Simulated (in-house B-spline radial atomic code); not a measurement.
RPA and G0W0 on r2SCAN0: Tl²⁺

Configuration [Xe] 4f14 5d10 6s1, highest spin, mean-field start r2SCAN0. Computed with an all-electron radial atomic-structure program (B-spline basis): all electrons, scalar-relativistic (spin-free one-electron X2C), finite nucleus, each spin shell either full or empty, empty states to l = 9 with an (l + 1/2)⁻⁴ tail; G0W0 by contour deformation at full frequency.

Without the two-electron picture change, the correlation of inner shells comes somewhat too large for so heavy an element.

RPA overbinds a lone outer s electron by self-correlation, and G0W0 tends to as well.

Command:
```bash
python run_gw.py task.json out
```
Settings (radii: box in bohr, nucleus in fm):
```
Z                        81
electrons                79
configuration            [Xe] 4f14 5d10 6s1
hamiltonian              x2c
method                   r2scan0
lmax                     9
rms_radius               5.4759
spin_polarised           True
box_radius               17.55
intervals                68
ion_configuration        [Xe] 4f14 5d10
```

Time taken, with all properties: 20 s on 1 thread of Arm Neoverse N1, on a shared host.

Energies (hartree):

```
                                     term         value
                         mean-field total  -20248.58126
Hartree-Fock functional on these orbitals  -20242.90176
                      direct second order       -7.9273
                    second-order exchange        1.9664
                         SOSEX correction        1.8525
```

**Question.** What is the RPA correlation energy, and what remains with SOSEX?

**Answer.** RPA gives -6.9806 hartree (-2.4 eV per electron); RPA + SOSEX gives -5.128, and the second-order doubles -5.9609 hartree (no singles). SOSEX takes back 27 % of the RPA value.

Quasi-particle levels (eV):

| level | occupied | mean field | Σx - vxc | Σc | QP weight | G0W0 |
| --- | --- | --- | --- | --- | --- | --- |
| 6s up | yes | -26.927 | -1.61 | ? | ? | ? |
| 5d down | yes | -35.36 | -4.87 | 0.08 | 0.928 | -40.15 |
| 6s down | no | -22.922 | 5.17 | -2.70 | 0.952 | -20.452 |

G0W0 = mean field + (Σx - vxc) + Σc, with Σc (partial-wave tail included) taken at the quasi-particle energy. Only the outer levels were computed. Levels of low weight are left out.

**Question.** Where does G0W0 put 6s up?

**Answer.** At -30.39 eV, with Σc = -1.85 eV and a quasi-particle weight of 0.959. The tabulated removal energy is 29.852 eV (NIST, measured); the calculation leaves out spin-orbit coupling, Breit and QED terms, and what these don't explain is the method's own error.

**Question.** What does it cost to remove one electron (to [Xe] 4f14 5d10) by differences of total energies, each species on its own start (correlation terms add to the Hartree-Fock functional)?

**Answer.** r2SCAN0 29.922 eV, Hartree-Fock functional 28.089 eV, + RPA 30.22 eV, + RPA + SOSEX 29.571 eV, + second order 30.76 eV. Tabulated: 29.852 eV (NIST, measured); the calculation leaves out spin-orbit coupling, Breit and QED terms, and what these don't explain is the method's own error.
